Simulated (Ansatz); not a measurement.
`OB(O[SiH3])O[SiH3]`, charge 0, multiplicity 1.

Question: Give a relaxed structure at PBE0-D4/def2-TZVP (the Gaussian-basis code of Ansatz). (Best estimate.)

Answer: Ansatz gave: 
```xyz
13

O     0.025    2.591   -0.875
B    -0.004    1.301   -0.444
O    -0.274    1.091    0.871
Si   -0.143   -0.020    2.066
O     0.232    0.289   -1.338
Si    0.098   -1.347   -1.413
H     0.205    2.647   -1.815
H    -1.466   -0.642    2.317
H     0.835   -1.076    1.687
H     0.329    0.669    3.290
H    -0.349   -1.697   -2.782
H    -0.901   -1.832   -0.425
H     1.414   -1.974   -1.139
```
This is one stationary point; other conformers may exist.
